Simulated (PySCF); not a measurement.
Molecule (SMILES): FSF.
Geometry (B3LYP-D3(BJ)/def2-TZVP, fixed):
```xyz
3

F     -1.2130    -0.5047     0.0161
S     -0.0057     0.5532     0.0075
F      1.2232    -0.4788    -0.0294
```

How fast the mean static polarisability converges with the basis for several methods (PySCF): deviation from each method's own reference, in %. References: HF 22.25 bohr³, the value in aug-pcseg-3; PBE 25.57 bohr³, the value in aug-pcseg-3; PBE0 24.20 bohr³, the value in aug-pcseg-3. All functions are spherical. Density fitting with generated auxiliary sets. No added dispersion term, no relativity. 

```json
[
 {"basis": "def2-SVP", "functions": "46", "HF": "-35.3", "PBE": "[?]", "PBE0": "-38.2"},
 {"basis": "6-31G*", "functions": "46", "HF": "-32.3", "PBE": "[?]", "PBE0": "-35.1"},
 {"basis": "6-311+G**", "functions": "74", "HF": "-22.3", "PBE": "[?]", "PBE0": "-23.0"},
 {"basis": "aug-cc-pV(D+d)Z", "functions": "78", "HF": "-4.8", "PBE": "[?]", "PBE0": "-5.7"},
 {"basis": "Sadlej pVTZ", "functions": "80", "HF": "-0.8", "PBE": "[?]", "PBE0": "-1.1"},
 {"basis": "def2-TZVPP", "functions": "104", "HF": "-20.3", "PBE": "[?]", "PBE0": "-22.9"},
 {"basis": "def2-TZVPPD", "functions": "131", "HF": "-0.3", "PBE": "[?]", "PBE0": "-0.7"},
 {"basis": "def2-QZVPP", "functions": "184", "HF": "-9.4", "PBE": "[?]", "PBE0": "-11.2"}
]
```

Problem. Some entries are withheld; supply them.

Solution. 
- def2-SVP, PBE: -40.4
- 6-31G*, PBE: -37.2
- 6-311+G**, PBE: -23.2
- aug-cc-pV(D+d)Z, PBE: -6.6
- Sadlej pVTZ, PBE: -1.2
- def2-TZVPP, PBE: -25.2
- def2-TZVPPD, PBE: -1.1
- def2-QZVPP, PBE: -13.0

Mean absolute deviation over 6-311+G**, Sadlej pVTZ, def2-TZVPP, def2-TZVPPD: HF 10.9, PBE0 11.9, PBE 12.7 %.
